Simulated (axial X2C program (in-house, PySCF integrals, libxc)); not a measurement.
# SmF²⁺: the levels of the configuration f4 s0 d(πδ)1

Calculated with an axial X2C code built on PySCF integrals: two-component X2C with atomic mean-field Coulomb and Gaunt terms, basis Sm dyall-v3z, F dyall-v3z (cores contracted in-house). Orbitals come from Hartree–Fock averaged over the configuration Sm f4 s0 d(πδ)1; CI then distributes these electrons over the f, s, d(πδ) shells of Sm, the count in the first shell held.

R = 1.853 Å (near the minimum of the configuration average).

Active spinors (ω > 0):

| shell | ω | ε (eV) | character |
| --- | --- | --- | --- |
| f | 5/2 | -19.79 | 100% Sm f |
| f | 3/2 | -19.76 | 100% Sm f |
| f | 1/2 | -19.67 | 98% Sm f |
| f | 7/2 | -19.30 | 100% Sm f |
| f | 5/2 | -19.28 | 100% Sm f |
| f | 3/2 | -19.21 | 99% Sm f |
| f | 1/2 | -19.15 | 97% Sm f |
| s | 1/2 | -11.61 | 78% Sm s, 16% Sm d, 3% Sm p |
| d(πδ) | 3/2 | -12.62 | 100% Sm d |
| d(πδ) | 5/2 | -12.43 | 100% Sm d |
| d(πδ) | 1/2 | -11.59 | 88% Sm d, 5% F p |
| d(πδ) | 3/2 | -11.44 | 89% Sm d, 5% F p |

Lowest levels of this model:

| Ω | energy (cm⁻¹) | g∥ | configuration |
| --- | --- | --- | --- |
| 9/2 | 0 | 4.67 | 100% f4 d(πδ)1 |
| 11/2 | 292 | 7.04 | 100% f4 d(πδ)1 |
| 7/2 | 1039 | 3.07 | 100% f4 d(πδ)1 |
| 5/2 | 1983 | 1.75 | 100% f4 d(πδ)1 |
| 13/2 | 2011 | 11.30 | 100% f4 d(πδ)1 |
| 11/2 | 2132 | 8.14 | 100% f4 d(πδ)1 |
| 9/2 | 2636 | 7.00 | 100% f4 d(πδ)1 |
| 3/2 | 2747 | 0.06 | 100% f4 d(πδ)1 |
| 7/2 | 3348 | 5.50 | 100% f4 d(πδ)1 |
| 1/2 | 3681 | 1.87 | 100% f4 d(πδ)1 |
| 15/2 | 3927 | 15.33 | 100% f4 d(πδ)1 |
| 5/2 | 4107 | 3.44 | 100% f4 d(πδ)1 |
| 13/2 | 4117 | 12.03 | 100% f4 d(πδ)1 |
| 11/2 | 4399 | 10.64 | 100% f4 d(πδ)1 |
| 1/2 | 4871 | 3.61 | 100% f4 d(πδ)1 |
| 9/2 | 4933 | 9.05 | 100% f4 d(πδ)1 |
| 3/2 | 4940 | 1.46 | 100% f4 d(πδ)1 |
| 7/2 | 5570 | 6.95 | 100% f4 d(πδ)1 |
| 1/2 | 5839 | 0.16 | 100% f4 d(πδ)1 |
| 17/2 | 6008 | 19.19 | 100% f4 d(πδ)1 |
| 3/2 | 6091 | 4.38 | 100% f4 d(πδ)1 |
| 15/2 | 6100 | 15.80 | 100% f4 d(πδ)1 |
| 13/2 | 6269 | 14.14 | 100% f4 d(πδ)1 |
| 5/2 | 6283 | 4.83 | 100% f4 d(πδ)1 |
| 1/2 | 6631 | 1.02 | 100% f4 d(πδ)1 |
| 11/2 | 6692 | 12.47 | 100% f4 d(πδ)1 |
| 3/2 | 7000 | 2.97 | 100% f4 d(πδ)1 |
| 5/2 | 7144 | 5.55 | 100% f4 d(πδ)1 |
| 9/2 | 7186 | 10.33 | 100% f4 d(πδ)1 |
| 7/2 | 7746 | 8.11 | 100% f4 d(πδ)1 |

g∥ is the magnitude of 2⟨Lz + ge Sz⟩ for the +Ω component.

Problem. From Ω and g∥ of the lowest level, whose 2⟨Lz + ge Sz⟩ is positive, find ⟨Sz⟩ and ⟨Lz⟩ (ge = 2.0023).

Solution. Ω = ⟨Lz⟩ + ⟨Sz⟩ = 9/2 and ⟨Lz⟩ + ge⟨Sz⟩ = 2.335, so ⟨Sz⟩ = -2.16 and ⟨Lz⟩ = 6.66.

Occupations of the active spinors in the lowest level by ω, shell by shell in order of energy: -7/2: 0.00; -5/2: 0.02 0.05 0.00; -3/2: 0.43 0.46 0.00 0.00; -1/2: 0.06 0.05 0.00 0.00; 1/2: 0.76 0.14 0.00 0.01; 3/2: 0.80 0.17 0.96 0.00; 5/2: 0.86 0.14 0.03; 7/2: 0.05. The leading determinant has weight 0.27 among 546.

This point took 2.3 s on 1 thread of Arm Neoverse V1 (shared host).

There is no dynamic correlation: spin–orbit spacings and, for f shells, spacings inside one term are the most reliable numbers, splittings between terms come out too wide, and energies between configurations are not reliable, so the lowest level need not be the ground state of the molecule. With the count in the first shell held, other counts are excluded: this configuration can lie several eV above the ground configuration of the molecule. At most 4 roots were kept for each Ω > 0 (twice that for Ω = 0) within 2.2 eV of the lowest, so higher up levels can be missing between those listed; levels with Ω > 0 are doubly degenerate and listed once, Ω = 0 levels singly. States that fill the shells left empty in the average are placed too high.
